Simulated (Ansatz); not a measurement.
Cost and result for the atomization energy of CH$_{5}$GeNSe, SMILES `[NH2][GeH2][CH]=[Se]` (9 atoms, 8 bonds).

Cartesian coordinates in Å:
```
N -0.151 -1.149 1.209
Ge 0.712 0.168 0.279
C -0.342 0.877 -1.224
Se -1.948 0.310 -1.634
H -1.020 -0.833 1.620
H -0.365 -1.956 0.639
H 2.016 -0.416 -0.291
H 1.003 1.332 1.242
H 0.093 1.667 -1.839
```

Total charge 0; spin multiplicity 1. Correlated methods include outer-core shells of Ge, Se, which these sets cover unevenly. Scalar relativity is left out up to krypton. All single points use the PBE0-D4/def2-TZVP geometry. It is one conformer, not always the lowest. Program: Ansatz. All runs use 4 threads of an AMD EPYC 9R45 on a shared host. Times are those of one run each, without the atoms' runs, and a repeat can differ threefold. Electronic energies, without spin–orbit coupling; frozen cores. CCSD(T)/CBS adds CCSD(T) − MP2 in def2-TZVPP to the MP2 limit, and its time is that of the two runs behind it. T1 = 0.013; the RHF reference is unstable towards UHF. With those shells the extrapolation isn't a true limit. HSE06 is the plane-wave form, built on full-range PBE exchange.

CCSD(T)/CBS is a level of theory with its own doubt, some kJ/mol a heavy atom from the limit and from the frozen cores, so smaller differences don't rank the functionals.

```
                           level  functions  wall time
              BLYP-D4/def2-TZVPP        228      0.9 s
 PBE-D4/def2-TZVPP (with forces)        228      1.1 s
              PBE0-D4/def2-TZVPP        228      1.2 s
             BHLYP-D4/def2-TZVPP        228      1.2 s
             HSE06-D4/def2-TZVPP        228      1.4 s
           r2SCANh-D4/def2-TZVPP        228      1.7 s
             PBE-QIDH/def2-TZVPP        228      2.2 s
               B2PLYP/def2-TZVPP        228      2.5 s
                CCSD(T)/def2-SVP        117      3.7 s
ωB97M-V/def2-TZVPP (with forces)        228      3.9 s
                  MP2/def2-QZVPP        442      9.5 s
              CCSD(T)/def2-TZVPP        228       53 s
               CCSD(T)/CBS(def2)          –       62 s
```

Task: What atomization energy does each give, and how far from CCSD(T)/CBS? (An estimate is asked.)

Result: The calculation gave: 
| level | atomization (kJ/mol) | difference from CCSD(T)/CBS | per bond |
| --- | --- | --- | --- |
| BLYP-D4/def2-TZVPP | 2812.5 | -16.5 | -2.1 |
| PBE-D4/def2-TZVPP (with forces) | 2866.3 | 37.3 | 4.7 |
| PBE0-D4/def2-TZVPP | 2797.0 | -32.0 | -4.0 |
| BHLYP-D4/def2-TZVPP | 2702.1 | -126.9 | -15.9 |
| HSE06-D4/def2-TZVPP | 2798.4 | -30.6 | -3.8 |
| r2SCANh-D4/def2-TZVPP | 2780.1 | -48.9 | -6.1 |
| PBE-QIDH/def2-TZVPP | 2776.1 | -52.9 | -6.6 |
| B2PLYP/def2-TZVPP | 2775.3 | -53.7 | -6.7 |
| CCSD(T)/def2-SVP | 2604.5 | -224.5 | -28.1 |
| ωB97M-V/def2-TZVPP (with forces) | 2794.0 | -35.0 | -4.4 |
| MP2/def2-QZVPP | 2820.8 | -8.2 | -1.0 |
| CCSD(T)/def2-TZVPP | 2747.2 | -81.8 | -10.2 |
| CCSD(T)/CBS(def2) | 2829.0 | 0.0 | 0.0 |

Leaving LDA and LC-ωPBE aside and taking each functional with its dispersion term where it has one, the values spread over 164.3 kJ/mol, from BHLYP-D4 to PBE-D4. LDA lies +415.2 kJ/mol from PBE without D4, its usual overbinding. At CCSD(T), def2-SVP lies −224.5 kJ/mol from the extrapolated value and def2-TZVPP −81.7 kJ/mol: correlation converges slowly with the basis, and small sets miss more of it in the bonded molecule than in its fragments. In def2-TZVPP, CCSD(T) changes the Hartree–Fock value by +891.4 kJ/mol (the triples alone add +61.0 kJ/mol) and MP2 by +917.6 kJ/mol; breaking electron pairs costs correlation energy, which Hartree–Fock lacks.

For some Ge, Se and Sn compounds the MP2-based and the directly extrapolated limit differ by 10 to 25 kJ/mol.
